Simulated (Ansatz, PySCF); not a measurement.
System: I2 (charge +1, doublet). 
Structure (B3LYP-D3(BJ)/def2-TZVP (Ansatz, a first-principles code) minimum search):
SMILES: [I+]I
```xyz
2

I      0.0000     0.0000    -1.3034
I      0.0000     0.0000     1.3034
```
Charge +1, spin multiplicity 2.

Total electronic energies in hartree. Valence correlation only, unless marked. UHF or UKS for open shells. Spin-orbit coupling is left out. Frozen are the shells of the preceding noble gas and the d and f shells that filled before the atom's block. In def2 rows, elements after Kr have scalar-relativistic effective core potentials. CBS(X,Y): correlation extrapolated as X^-3; Hartree-Fock from the larger set. The program attaches cautions to a run behind CCSD/def2-SVP: other roots.

The Hartree-Fock reference is unstable (checked in the largest basis), which strains HF and MP2. 

| level | program | energy (Eh) |
|---|---|---|
| HF-D4/def2-TZVPD | PySCF + dftd4 | -593.01184 |
| RI-HF/def2-QZVPP | Ansatz | -593.01067 |
| BLYP/def2-TZVPD | Ansatz | -594.99489 |
| revPBE-D3(BJ)/def2-TZVPD | Ansatz + dftd3 | -595.18571 |
| r2SCAN/def2-TZVPD | Ansatz | -595.32039 |
| r2SCAN-D4/def2-TZVPD | Ansatz + dftd4 | -595.32071 |
| PBE0/def2-SVP | Ansatz | -595.08676 |
| BHLYP-D4/def2-TZVPD | Ansatz + dftd4 | -594.99087 |
| M06-2X/def2-TZVPD | PySCF | -594.92295 |
| MN15-D3(BJ)/def2-TZVPD | PySCF + dftd3 | -593.65278 |
| HSE06-D4/def2-TZVPD | Ansatz + dftd4 | -595.11316 |
| CAM-B3LYP/def2-TZVPD | Ansatz | -595.08802 |
| LC-wPBE-D3(BJ)/def2-TZVPD | Ansatz + dftd3 | -595.14778 |
| LC-wPBE/def2-TZVPD | Ansatz | -595.14544 |
| B2GP-PLYP-D4/def2-TZVPD | Ansatz + dftd4 | -594.38351 |
| B2PLYP-D4/def2-TZVPD | Ansatz + dftd4 | -594.54022 |
| RI-MP2/def2-TZVPP | Ansatz | -593.26008 |
| RI-MP2/def2-TZVPPD | Ansatz | -593.26210 |
| RI-MP2/def2-QZVPPD | Ansatz | -593.30054 |
| RI-MP2/CBS(def2-TZVPPD,def2-QZVPPD) | Ansatz | -593.3257 |
| CCSD/def2-SVP | Ansatz | -593.18545 |
| CCSD(T)/def2-QZVPP | Ansatz | -593.34777 |

Totals of different functionals don't rank their quality; only differences between species are comparable.
